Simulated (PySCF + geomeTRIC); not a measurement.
Species: CH7GaN2, SMILES `[CH3][Ga]([NH2])[NH2]` (charge 0, multiplicity 1).

Problem. Give a relaxed geometry from B3LYP-D3(BJ)/def2-TZVP in PySCF + geomeTRIC.

Solution. Several could match; the one computed here: the end point of this relaxation, one of several conformers (outside a Z-matrix the atoms follow the SMILES, hydrogens last).
Z-matrix (Å, degrees):
```
Ga
N 1 1.8330
H 2 1.0062 1 122.68
H 2 1.0066 3 111.49 1 -164.28
N 1 1.8332 2 115.55 3 -170.17
H 5 1.0062 1 122.75 2 -169.71
H 5 1.0066 6 111.48 1 -164.21
C 1 1.9686 2 122.26 3 9.45
H 8 1.0898 1 110.99 2 14.16
H 8 1.0904 9 108.59 1 -122.02
H 8 1.0911 9 108.28 10 -116.90
```
